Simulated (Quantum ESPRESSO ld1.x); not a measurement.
Question: Species: Al. Configuration: [Ne] 3s1.75 3p1 3d0.25 (fractional occupations, a model configuration). Method: scalar-relativistic Kohn-Sham, LDA (Slater exchange, VWN5 correlation), spin-polarised, spherical densities, point nucleus; open shells are filled with parallel spins first; computed with ld1.x of Quantum ESPRESSO 7.5. Some entries of the table are withheld. Estimate them.

orbital,occ.,eigenvalue (hartree),<1/r> (bohr^-1)
1s up,1,-55.3496,12.59
1s down,1,-55.3462,12.59
2s up,1,-4.01819,2.330
2s down,1,-4.01389,2.331
2p up,3,-2.62998,2.208
2p down,3,-2.62475,2.209
3s up,1,-0.35379,0.5462
3s down,0.75,-0.31716,0.5437
3p up,1,-0.15870,0.4188
3p down,0,-0.12656,0.4033
4s up,0,-0.03591,0.1494
4s down,0,-0.03070,0.1328
4p up,0,-0.01817,0.07771
4p down,0,-0.01620,0.07285
3d up,0.25,-0.01059,(1)
3d down,0,-0.00904,(2)

Answer: 
(1) 3d up <1/r> (bohr^-1): 0.06404
(2) 3d down <1/r> (bohr^-1): 0.05621
